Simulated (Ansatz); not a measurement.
Abridged output of a molecular run in Ansatz:

```
Functional definition: HF
1452 factors; integrals over basis functions are off by at most 7.5e-4 eV
mean field evaluation 1: about -82152.4012 eV, gradient 2.6e1 eV
mean field evaluation 2: about -82152.7465 eV, gradient 2.7e1 eV
mean field evaluation 4: about -82155.0914 eV, gradient 3.2e0 eV
mean field evaluation 8: about -82155.1400 eV, gradient 2.0e-1 eV
mean field -82155.14022399 eV, -3019.1457164775 hartree, gradient 5.3e-6 eV, S^2 0.000000; 0 other end points of the search recorded, 0 dependent functions left out
20 core orbitals not correlated: weight in the atoms' cores, before any rotation towards them, 1.000 or more for the frozen orbitals, at most 0.000 for the correlated occupied ones
reference -82155.14022399 eV, -3019.1457164775 hartree; 17, 17 occupied and 210, 210 virtual orbitals, 1452 factors
second order -18.74348697 eV of doubles, -0.00000000 eV of singles
cycle   1  -19.32536725 eV  change   -5.8e-1 eV  update   1.0e-1
cycle   2  -19.87401599 eV  change   -5.5e-1 eV  update   3.0e-2
cycle   3  -19.95585728 eV  change   -8.2e-2 eV  update   1.4e-2
cycle   4  -19.94346983 eV  change    1.2e-2 eV  update   3.8e-3
cycle   5  -19.94336337 eV  change    1.1e-4 eV  update   1.7e-3
cycle   6  -19.94308853 eV  change    2.7e-4 eV  update   5.2e-4
cycle   7  -19.94290247 eV  change    1.9e-4 eV  update   1.7e-4
cycle   8  -19.94299463 eV  change   -9.2e-5 eV  update   6.1e-5
cycle   9  -19.94300640 eV  change   -1.2e-5 eV  update   2.0e-5
perturbative correction -0.84964276 eV, -0.0312237956 hartree
Total energy: -82175.93287315 eV, -3019.9098322403 hartree
```

Its atoms:

```xyz
10

C     0.3515    0.7419   -1.5340
Si   -0.6211   -0.1971   -0.2512
Si    0.0326   -0.4120    1.8989
Se    0.2718   -2.1891    0.4623
H     1.4045    0.7903   -1.2532
H    -0.0353    1.7596   -1.6325
H     0.2730    0.2484   -2.5056
H    -2.0651   -0.2789   -0.5837
H    -0.9208   -0.6293    3.0133
H     1.3088    0.1662    2.3858
```

Problem. Which basis set was used?
A. cc-pV(D+d)Z
B. def2-SVP
C. def2-TZVPP
D. def2-SVPD

Solution. C. It gives 247 functions.

Problem. Write the keys of the input that set method, charge and spin (a neutral closed shell needs none for the last two).

Solution. 
```yaml
correlation: {method: ccsd_t}
```
